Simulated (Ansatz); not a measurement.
`BrBB1C=C1` + `BN` → `BB1C=C1` + `NBBr` at 600 K and 1 bar (redistribution).

Calculated with Ansatz (gas phase, PBE0-D4/def2-TZVP geometries, no zero-point term in ΔE). CCSD(T)/CBS adds triple-zeta CCSD(T) − MP2 to the extrapolated MP2 energy (def2 sets, frozen cores). This one scheme is used for every species. For Br outer-core shells are correlated without core-valence functions, which leaves a few kJ/mol of doubt a bond. Scalar relativity is left out up to krypton. One conformer a species, not always the lowest.

```csv
species,CCSD(T)/CBS energy (Eh),H − E (kJ/mol),S (J/(mol·K))
`BrBB1C=C1`,-2700.77914,174.7,404.7
`BN`,-81.93499,155.9,270.2
`BB1C=C1`,-128.00789,186.3,344.5
`NBBr`,-2654.70322,142.6,330.6
```

H − E and S are ideal-gas, rigid-rotor, harmonic terms from PBE0-D4/def2-TZVP, for one conformer and one mirror image of each species. 1 Eh = 2625.50 kJ/mol, R = 8.31446 J/(mol·K).

Task: By hand: ΔE, ΔH, ΔS and ΔG.

Result: ΔE = (-128.00789) + (-2654.70322) − (-2700.77914) − (-81.93499) = 0.00302 Eh = 7.9 kJ/mol. Δ(H − E) = 186.3 + 142.6 − 174.7 − 155.9 = -1.7, so ΔH = 6.2 kJ/mol. ΔS = 344.5 + 330.6 − 404.7 − 270.2 = 0.2 J/(mol·K). ΔG = 6.2 − 600 × (0.2)/1000 = 6.1 kJ/mol.

Task: By hand: the equilibrium constant, and the temperature at which ΔG would vanish if ΔH and ΔS stayed fixed.

Result: log₁₀ K = −ΔG/(RT ln 10) = -0.5. ΔG = 0 at ΔH/ΔS = 31000 K, far beyond where these terms or the molecules hold.

The number of gas molecules stays the same, so ΔS is small and ΔH decides. A doubt of 5 kJ/mol in ΔE shifts log₁₀ K by 0.4 here. Other conformers and mirror images would add mixing entropy, several J/(mol·K) or more a flexible species. These are equilibria of isolated gas molecules and say nothing of rates. Largest T1 diagnostic: 0.013 (customary marks: 0.02 for closed shells, 0.045 for open ones).
